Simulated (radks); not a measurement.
Excited configurations of the nitrogen ion N3+: one electron is placed in a higher orbital outside [He] 2s1. The ground configuration is [He] 2s2. Calculated with a radial shooting solver on a logarithmic mesh with Libxc functionals: scalar-relativistic Kohn-Sham, r2SCAN, spin-polarised, spherical densities, finite nucleus; open shells are filled with parallel spins first; meta-GGA in the generalised Kohn-Sham scheme; Fermi nuclear charge, rms radius 2.5582 fm. Excitation = E - E(ground); binding = E(ion) - E, where the ion is the core of charge +4; n* = 4/sqrt(2 binding) in atomic units, and the quantum defect is n - n*.

outer orbital	excitation (eV)	binding (eV)	n*	eigenvalue (eV)	<r> (bohr)
3s	45.399	30.469	2.673	-27.533	2.720
3d	51.006	24.863	2.959	-21.102	2.483
4s	59.689	16.179	3.668	-14.657	5.086
6s	69.037	6.831	5.645	-6.194	12.05
6d	69.526	6.343	5.858	-5.677	12.28
7f	71.364	4.504	6.952	-4.049	16.81

The Delta-SCF ionisation energy is 75.868 eV (NIST Atomic Spectra Database: 77.474 eV, measured). Self-interaction in the functional shifts the binding energies and quantum defects, so they are the method's values and not measured ones.
